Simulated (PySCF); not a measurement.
PySCF input:

```python
from pyscf import gto, scf, dft

mol = gto.M(
    atom='''
    B     0.94978777   -0.02916761   -0.10003943
    C    -0.58452339   -0.07107668   -0.00923838
    H     1.69160790    0.79740755    0.33312697
    H    -1.04201850    0.91001100   -0.18700148
    H    -1.07959224   -0.81779340   -0.63116826
    H    -0.81179566   -0.31732705    1.04067027
    ''',
    basis='def2-tzvpd',
    charge=0,
    spin=1,
    verbose=4,
)

mf = dft.UKS(mol, xc='m062x').density_fit(auxbasis='def2-universal-jkfit')
mf.grids.level = 4
mf.conv_tol = 1e-9
mf.max_cycle = 100
mf.max_memory = 1500
mf.kernel()
if not mf.converged:
    mf = mf.newton()
    mf.kernel(mf.make_rdm1())
for _ in range(2):
    mo, _, stable, _ = mf.stability(return_status=True)
    if stable:
        break
    mf.kernel(mf.make_rdm1(mo, mf.mo_occ))
mf.analyze()
```

Problem. What final total energy does it print?

Solution. -65.25175 Eh (M06-2X/def2-TZVPD).

It need not be the lowest isomer of its formula.
